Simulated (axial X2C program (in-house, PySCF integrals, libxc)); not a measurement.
## Working with the constants of AsO

A bond curve at the PW91 level, two-component, was computed with an in-house all-electron X2C program for linear molecules (integrals from PySCF) (basis As dyall-cv3z [9s9p6d4f1g], O dyall-av3z [7s6p3d2f] (cores contracted in-house)) for the state Ω = 1/2 (⟨Sz⟩ = -0.50, ⟨Lz⟩ = 1.00 at PW91). Its fit gives Re = 1.6393 Å, ωe = 948.0 cm⁻¹, ωexe = 4.02 cm⁻¹ and αe = 2.998e-03 cm⁻¹; the masses are 74.9216 and 15.9949 u. Two-component means X2C with spin–orbit coupling and atomic mean-field Coulomb and Gaunt terms.

Q: Find the reduced mass, Be and the force constant.

A: From the PW91 values: μ = 13.1809 u. Be = 16.8576/(μ Re²) = 0.4759 cm⁻¹. k = 5.8918×10⁻⁷ μ ωe² = 6.98 mdyn/Å.

Q: Estimate De from a Morse curve and compare with the computed well depth of 5.576 eV to As + O.

A: De(Morse) = ωe²/(4ωexe) = 6.929 eV against 5.576 eV computed, a ratio of 1.24. The extrapolation overshoots: the well softens faster than a Morse curve, or the lowest atomic limit lies below the one to which the curve heads.

Q: The dipole moment p changes by 3.41 D/Å at Re. What harmonic infrared intensity follows?

A: I = 42.256 × (dp/dR)²/μ = 37 km/mol.

Q: A Morse curve ties αe to the other constants (Pekeris). How well does that hold?

A: αe(Morse) = 6Be²/ωe × (√(ωexe/Be) − 1) = 2.733e-03 cm⁻¹; the PW91 curve gives 2.998e-03 cm⁻¹, a ratio of 0.91.

Q: Where do the fundamental and the first overtone lie?

A: ν(1←0) = ωe − 2ωexe = 940.0 cm⁻¹; ν(2←0) = 2ωe − 6ωexe = 1871.9 cm⁻¹.

Occupations by symmetry block were frozen at the best pattern of an incomplete PBE0 search. De is counted from the lowest determinant-based energies of the atoms at the same level, without counterpoise correction. Density functionals use the spin component along the axis (collinear). In 2c an atomic determinant is not the ground J level, so De misses part of the atomic spin–orbit lowering. This holds for PW91. The functionals have no current-density term, which raises determinants with orbital currents, atoms included.
